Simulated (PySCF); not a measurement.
In(Cl)(OH)(OMe) (CH4ClInO2), SMILES C[O][In]([OH])[Cl]. Atoms are numbered in the order given.

```xyz
9

In    -0.0917     0.0290     0.1307
Cl     0.9335     2.1211    -0.0045
O     -1.4063    -0.3300     1.5774
H     -1.5185     0.4449     2.1419
O      0.4003    -1.3273    -1.2257
C     -0.1523    -2.6144    -1.2451
H     -1.2489    -2.6184    -1.3939
H      0.2932    -3.1656    -2.0914
H      0.0600    -3.1969    -0.3283
```
Charge 0, spin multiplicity 1.

Geometry optimised at PBE0-D3(BJ)/def2-SVP. The structure was generated by enumeration; whether it is a known compound was not checked. The def2 effective core potentials stand for the cores of In; spin–orbit coupling is left out. Other conformers were not sampled.

Computed with TDA-PBE/def2-SVPD (PySCF).

Vertical excitations. Isolated molecule, no solvent.

Computed lowest excited states:
| state | energy (eV) | λ (nm) | f | main pairs |
|---|---|---|---|---|
| S1 | 3.33 | 373 | 0.001 | HOMO→LUMO 100 % |
| S2 | 4.15 | 298 | 0.065 | HOMO−1→LUMO 82 %, HOMO→LUMO+1 15 % |
| S3 | 4.29 | 289 | 0.004 | HOMO−2→LUMO 99 % |
| S4 | 4.57 | 271 | 0.010 | HOMO−3→LUMO 94 % |
| S5 | 4.82 | 257 | 0.028 | HOMO−4→LUMO 98 % |
| S6 | 5.29 | 235 | 0.003 | HOMO−1→LUMO+1 99 % |
| S7 | 5.30 | 234 | 0.109 | HOMO→LUMO+1 72 % |
| S8 | 5.42 | 229 | 0.106 | HOMO−5→LUMO 59 %, HOMO−2→LUMO+1 27 % |
| S9 | 5.99 | 207 | 0.001 | HOMO−3→LUMO+1 99 % |
| S10 | 6.25 | 198 | 0.007 | HOMO→LUMO+2 99 % |
| T1 | 3.03 | 409 | 0 | HOMO→LUMO 100 % |
| T2 | 3.40 | 365 | 0 | HOMO−1→LUMO 99 % |
| T3 | 3.93 | 315 | 0 | HOMO−2→LUMO 99 % |
| T4 | 4.21 | 295 | 0 | HOMO−3→LUMO 97 % |
Triplets are in the Tamm–Dancoff approximation.
